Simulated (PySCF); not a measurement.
Job for PySCF: R-BP86/LANL2DZ on H2IIn (SMILES [InH2][I]), a point of a bond scan (R = 2.970 Å).

```python
from pyscf import gto, scf, dft, mp
from pyscf.data.elements import chemcore

mol = gto.M(
    atom='''
    In   -0.72638877   -1.13552285    0.19955666
    H    -0.06961712   -2.17409956    1.39445122
    H    -2.11914691   -1.24747254   -0.79314453
    I     0.85678973    1.33937135   -0.23538096
    ''',
    basis='lanl2dz',
    ecp={'I': 'lanl2dz', 'In': 'lanl2dz'},
    charge=0, spin=0, verbose=3, max_memory=1800)
mf = dft.RKS(mol, xc='b88,p86')
mf.conv_tol = 1e-8
mf.max_cycle = 100
mf.kernel()
if not mf.converged:
    mf = mf.newton().run(mf.mo_coeff, mf.mo_occ)
```

Predict the final total energy.

-14.5287 hartree.
